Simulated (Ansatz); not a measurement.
Reaction (substitution at a C–Si bond): `O[SiH2]/C=C/Cl` + `CC=N` → `C/C=N\C=C\Cl` + `O[SiH3]`

Computed with Ansatz on PBE0-D4/def2-TZVP structures; ΔE is electronic, products minus reactants. CCSD(T)/CBS adds triple-zeta CCSD(T) − MP2 to the extrapolated MP2 energy (def2 sets, frozen cores). Double bonds are as drawn, so ΔE can hold a change between cis and trans. One conformer a species, not always the lowest.

| species | SCS-MP2/def2-QZVPP energy (Eh) |
| --- | --- |
| `O[SiH2]/C=C/Cl` | -903.03194 |
| `CC=N` | -133.71881 |
| `C/C=N\C=C\Cl` | -670.09170 |
| `O[SiH3]` | -366.63896 |

Problem. Work out ΔE.

Solution. ΔE = (-670.09170) + (-366.63896) − (-903.03194) − (-133.71881) = 0.02009 Eh = +52.7 kJ/mol. CCSD(T)/CBS gives +54.3 kJ/mol.

Largest T1 diagnostic among the species: 0.012.

From PBE to PBE0 (25 % exact exchange), in def2-TZVPP and without D4, ΔE moves by +4.0 kJ/mol.
